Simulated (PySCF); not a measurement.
HOP, SMILES O=P. Heavy atoms are numbered as in [PH:1]=[O:2]. Hydrogens are named by the atom that carries them.

The structure is a stationary point at TPSSh-D3(BJ)/def2-TZVPD.

Method: ωB97X/def2-TZVPD in PySCF.

Mulliken values depend strongly on the basis, most of all with diffuse functions as here. ESP charges are fitted to the potential on shells at 1.4 to 2.0 van der Waals radii. Atomic charges (e), one atom of each kind:

```
atom     Mulliken    IAO     ESP fit
-------  --------  -----  ----------
P1 (PH)      0.33   0.84  (withheld)
O2          -0.38  -0.73  (withheld)
H on P1      0.05  -0.10  (withheld)
```

Q: Complete the blanks. (Estimate from the structure and the level; the computed values follow.)

A: 
- P1 (PH), ESP fit: 0.30
- O2, ESP fit: -0.34
- H on P1, ESP fit: 0.04
